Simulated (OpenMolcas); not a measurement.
Rh²⁺: the spin-orbit constant, worked from levels

```json
{
 "Program": "OpenMolcas 26.06",
 "Basis": "ANO-RCC-VDZ [6s5p3d]",
 "Scalar Hamiltonian": "DKH2, point nucleus",
 "Active space": "7 electrons in 5 orbitals (4d)",
 "State averaging": "2S+1 = 4 even, 10 roots; 2S+1 = 2 even, 40 roots (28 in the spin-orbit step)",
 "Spin-orbit coupling": "RASSI with atomic mean-field integrals over the reference wave functions, term energies averaged over their components"
}
```

Methods: CASSCF; SS-CASPT2, IPEA 0.25 Eh, imaginary shift 0.1 Eh (closed shells correlated: 4s 4p). Measured levels: the list in Shadmi, J. Res. Natl. Bur. Stand. 70A, 435 (1966).

**The spin-orbit constant.** For the Hund term 4F of d7, E(J) = (A/2) J(J+1) + constant and ζ = -2S·A = -3A. From J = 3/2 to J = 9/2 the energy changes by 10.5 A.

```tsv
Source	E(9/2) - E(3/2)	A	ζ
CASSCF	-4533.7	-431.8	1295
SS-CASPT2	-4461.3	-424.9	1275
measured	-4322.0	-411.6	1235
```

All in cm-1. SS-CASPT2 is off by +3.2 % and CASSCF by +4.9 %. Both methods take the spin-orbit matrix elements from the reference wave functions, so the second can move ζ only through the term energies and any multistate remixing. Second-order mixing with other terms is absorbed into this ζ.

Term energies are means over components that CASPT2 splits; among the terms shown or strongly mixed into the levels shown the widest spread is 250 cm-1 (4d7 4F, SS-CASPT2). Some high roots are left out of the spin-orbit mixing, which shifts the levels that they would mix with. Levels of configurations with an s electron are missing; early in the row they begin among the upper levels of the d shell and mix with terms of their name. Without dynamic correlation excited terms often stand tens of per cent too high (terms of higher spin than the ground term too low), and those without a measured partner can miss by more than the paired ones (holds for CASSCF). Computed and measured levels are paired by configuration, term and J; levels that our copy of the source lacks, or whose pairing is in doubt (as where it misses far off the trend of its configuration), stay unpaired and out of the deviations. Only configurations of the active space appear.
